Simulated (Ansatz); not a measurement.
AlFGeH$_{4}$, SMILES `[F][GeH2][AlH2]`, relaxed with RKS PBE-D4/def2-SVP in Ansatz from a rough embedded geometry. The force threshold is 0.03 eV/Å; the program also tests the step.

Total charge 0; spin multiplicity 1.

Start:

```xyz
7

F    -0.753    1.500   -1.548
Ge   -0.692    0.799    0.030
Al    0.864   -1.042   -0.016
H    -0.161    1.826    1.071
H    -2.088    0.285    0.493
H     2.186   -1.031    0.913
H     0.643   -2.336   -0.943
```

| step | energy (eV) | largest force (eV/Å) | largest move (Å) |
| --- | --- | --- | --- |
| 1 | -65870.7130 | 1.283 | 0.000 |
| 2 | -65870.8188 | 0.817 | 0.197 |
| 3 | -65870.8708 | 0.325 | 0.194 |
| 4 | -65870.8748 | 0.275 | 0.190 |
| 5 | -65870.8924 | 0.144 | 0.109 |
| 6 | -65870.8955 | 0.027 | 0.042 |
| 7 | -65870.8967 | 0.053 | 0.055 |
| 8 | -65870.8977 | 0.114 | 0.094 |
| 9 | -65870.8985 | 0.100 | 0.023 |
| 10 | -65870.9006 | 0.075 | 0.102 |
| 11 | -65870.9016 | 0.087 | 0.100 |
| 12 | -65870.9024 | 0.077 | 0.040 |
| 13 | -65870.9034 | 0.086 | 0.081 |
| 14 | -65870.9042 | 0.066 | 0.051 |
| 15 | -65870.9047 | 0.038 | 0.054 |
| 16 | -65870.9051 | 0.027 | 0.056 |

End:

```xyz
7

F    -1.212    1.106   -1.549
Ge   -0.658    0.786    0.111
Al    0.961   -1.113   -0.019
H    -0.076    2.143    0.622
H    -1.959    0.509    0.933
H     1.714   -1.583    1.318
H     1.231   -1.848   -1.415
```

It took 21 s on 2 threads of an Arm Neoverse V1 on a shared host, with 0.12 GiB of host memory at the peak.
